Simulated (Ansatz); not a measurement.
Ansatz (an electronic-structure program) input (CCSD(T)/cc-pVTZ):

Ansatz 0.2 input:
```yaml
crystal:
  periodic: [false, false, false]
  atoms:
    - {symbol: C, position_ang: [1.33692897, -0.65545612, -0.46726151]}
    - {symbol: B, position_ang: [0.12422117, -0.00877664, -0.00967474]}
    - {symbol: C, position_ang: [-1.38545110, -0.49669142, -0.27697074]}
    - {symbol: F, position_ang: [0.14707741, 1.18294445, 0.76099884]}
    - {symbol: H, position_ang: [2.33889445, -0.28092895, -0.25703982]}
    - {symbol: H, position_ang: [1.32191013, -1.56999151, -1.05876306]}
    - {symbol: H, position_ang: [-1.41889024, -1.41570384, -0.87077810]}
    - {symbol: H, position_ang: [-1.92411454, -0.68829244, 0.66217595]}
    - {symbol: H, position_ang: [-1.97146959, 0.26518516, -0.81081732]}
basis:
  gaussian:
    orbitals: cc-pVTZ
total_charge: -1
magnetization: {spin_polarized: false}
correlation: {method: ccsd_t, electrons: outside_noble_gas}
```

Output:

```
Functional definition: HF
integrals: 0.70 GiB planned
1087 factors; integrals over basis functions are off by at most 1.4e-3 eV
0.82 GiB of device memory are held for the factors and their scratch space
mean field: 0.68 GiB planned
mean field evaluation 1: about -5518.0290 eV, gradient 3.0e1 eV
mean field evaluation 2: about -5518.0303 eV, gradient 3.0e1 eV
mean field evaluation 4: about -5520.6774 eV, gradient 3.4e0 eV
mean field evaluation 8: about -5520.7263 eV, gradient 1.1e-1 eV
mean field evaluation 16: about -5520.7226 eV, gradient 1.0e0 eV
mean field -5520.72641920 eV, -202.8829538226 hartree, gradient 4.1e-6 eV, S^2 0.000000; 0 other end points of the search recorded, 0 dependent functions left out
4 core orbitals not correlated
reference -5520.72641920 eV, -202.8829538226 hartree; 12, 12 occupied and 174, 174 virtual orbitals, 1087 factors
second order -19.62408922 eV of doubles, -0.00000000 eV of singles
coupled cluster: 5.16 GiB planned
cycle   1  -19.90736102 eV  change   -2.8e-1 eV  update   8.9e-2
cycle   2  -20.32666459 eV  change   -4.2e-1 eV  update   2.6e-2
cycle   3  -20.42228014 eV  change   -9.6e-2 eV  update   1.4e-2
cycle   4  -20.41519651 eV  change    7.1e-3 eV  update   3.7e-3
cycle   5  -20.41318277 eV  change    2.0e-3 eV  update   1.6e-3
cycle   6  -20.41377415 eV  change   -5.9e-4 eV  update   5.8e-4
cycle   7  -20.41355709 eV  change    2.2e-4 eV  update   2.0e-4
cycle   8  -20.41349496 eV  change    6.2e-5 eV  update   7.3e-5
cycle   9  -20.41352329 eV  change   -2.8e-5 eV  update   3.1e-5
cycle  10  -20.41352993 eV  change   -6.6e-6 eV  update   8.2e-6
perturbative correction -0.76670193 eV, -0.0281757762 hartree
Total energy: -5541.90665106 eV, -203.6613129870 hartree
```

It need not be the lowest isomer of its formula. Whether it binds its extra electron was not tested at this geometry.
